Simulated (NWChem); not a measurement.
Molecule: C$_{2}$H$_{6}$FNSi; SMILES C/N=C\[SiH2]F

```xyz
11

C      0.5914     2.2783     0.0888
N     -0.7326     1.6893     0.1583
C     -0.8570     0.4224     0.0821
Si     0.4631    -0.9354    -0.1200
F     -0.3779    -2.3178    -0.1447
H      0.7662     2.8621     1.0002
H      1.4214     1.5594    -0.0291
H      0.6210     2.9818    -0.7516
H     -1.8878     0.0445     0.1418
H      1.4141    -0.9786     1.0212
H      1.2137    -0.8135    -1.3970
```
Atoms are numbered in this order, from 1.

Computed with NWChem. All runs use the structure optimised with B3LYP/6-31G* (spherical d). Level: PBE/def2-SVP with SMD (1 M gas to 1 M solution), gas-phase geometry. Reactions with the solvent are ignored.

| solvent | dielectric constant | solvation free energy (kcal/mol) | cavity-dispersion-structure term (kcal/mol) | dipole in solution (D) |
|---|---|---|---|---|
| water | 78.4 | … | … | 2.26 |
| acetone | 20.5 | -3.2 | 0.9 | 2.24 |
| ethanol | 24.9 | -3.3 | 0.8 | 2.24 |
| dimethyl sulfoxide | 46.8 | -1.6 | 2.6 | 2.26 |
| ethylene glycol | 40.2 | -1.3 | 2.9 | 2.25 |

### Question
What belongs in the gaps?

### Answer

- water, solvation free energy (kcal/mol): -2.1
- water, cavity-dispersion-structure term (kcal/mol): 2.1
